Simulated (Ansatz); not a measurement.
Geometry optimisation, RKS PBE/def2-SVP in Ansatz 0.2.0.

Input:

```yaml
crystal:
  periodic: [false, false, false]
  atoms:
    - { symbol: W, position_ang: [-0.297218, 0.217286, -0.41234] }
    - { symbol: F, position_ang: [0.879249, 0.283013, 2.390035] }
    - { symbol: H, position_ang: [1.306295, -0.418366, 1.943005] }
    - { symbol: F, position_ang: [0.854664, 1.633835, -0.59095] }
    - { symbol: F, position_ang: [-1.669888, -0.543699, 0.540589] }
    - { symbol: H, position_ang: [0.60516, -1.104058, -0.945531] }
    - { symbol: H, position_ang: [-0.868661, 0.061988, -1.985308] }
basis:
  gaussian: { orbitals: def2-SVP }
hamiltonian:
  xc: pbe
relax:
  f_tol: 0.03
  max_steps: 50
```

Command:

```bash
$ ansatz run input.yaml --threads 1 --pin off --max-ram 2048MiB --backend cpu --events-out ev --progress --plain --runs-dir out
```

Problem. Where does it end, and by what steps?

Solution. The forces met the threshold. After 5 steps the energy has fallen by 0.142 eV; H3 moved furthest, 0.39 Å. Joined: W1–F2 (3.04 → 2.52 Å).

| step | energy less start (eV) | largest force component (eV/Å) | accepted |
| --- | --- | --- | --- |
| 0 | 0.0000 | 0.331 | yes |
| 1 | -0.0784 | 0.436 | yes |
| 2 | -0.1207 | 0.265 | yes |
| 3 | -0.1366 | 0.075 | yes |
| 4 | -0.1412 | 0.143 | yes |
| 5 | -0.1424 | 0.029 | yes |

```xyz
7
Properties=species:S:1:pos:R:3
W -0.197 0.191 -0.238
F 0.732 0.343 2.100
H 1.105 -0.401 1.604
F 0.924 1.624 -0.474
F -1.604 -0.571 0.659
H 0.632 -1.110 -0.902
H -0.782 0.054 -1.810
```

Time of the run: 20 s on 1 thread of Arm Neoverse V1 (shared host), peak memory 0.12 GiB.
